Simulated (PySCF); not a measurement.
## Two-component Hartree-Fock for Nd³⁷⁺ (neodymium, charge +37)

Start: [Ar] 3d5; 3d3/2 filled at m_j = -3/2, -1/2, +1/2, +3/2; 3d5/2 filled at m_j = +5/2. Calculated with PySCF 2.14 in an uncontracted even-tempered set (16 s from 7.3 bohr⁻², ratio 2.8; 12 p from 9.5 bohr⁻², ratio 2.8; 8 d from 9.5 bohr⁻², ratio 2.8; 3 f from 33 bohr⁻², ratio 3): generalised Hartree-Fock with the X2C-1e Hamiltonian and a Gaussian nucleus; one run each with spin-orbit coupling (SO) switched off, then screened by Boettger's factors.

| spinor shell | electrons | ε, spin-free (eV) | ε, screened SO (eV) | weight of nominal j (screened SO) | rms radius, screened SO (bohr) |
| --- | --- | --- | --- | --- | --- |
| 1s1/2 | 2 | -45625.0 | -45616.6 | 1.000 | 0.0269 |
| 2s1/2 | 2 | -8982.5 | -8979.0 | 1.000 | 0.109 |
| 2p1/2 | 2 | -8222.4 | -8596.9 | 1.000 | 0.0932 |
| 2p3/2 | 4 | -8222.4 | -8055.7 | 1.000 | 0.0989 |
| 3s1/2 | 2 | -3177.9 | -3176.9 | 1.000 | 0.271 |
| 3p1/2 | 2 | -2929.6 | -3026.0 | 0.990 | 0.261 |
| 3p3/2 | 4 | -2929.6 | -2886.0 | 0.995 | 0.273 |
| 3d3/2 | 4 | -2655.5 | -2659.8 | 0.918 | 0.238 |
| 3d5/2 | 1 | -2655.5 | -2635.7 | 1.000 | 0.241 |

| quantity | spin-free | screened SO |
| --- | --- | --- |
| E (hartree) | -8628.10385 | -8633.61595 |
| M_J | 5/2 | 5/2 |
| ⟨J²⟩ | 8.750 | 8.760 |
| ⟨L²⟩ | 0.000 | 3.011 |
| ⟨S²⟩ | 8.750 | 4.680 |

Each row is a mean over spinors that exchange with the open shell spreads, by up to 35.908 eV (3p3/2).

Breit and QED terms are absent; they matter most for the inner s and p1/2 levels.

Densities and radii are taken from the X2C orbitals without a picture-change correction, which distorts them close to the nucleus.

Without spin-orbit coupling the j labels of p, d and f shells carry no meaning; the spin-free column gives the mean over the occupied spinors of each nl shell.
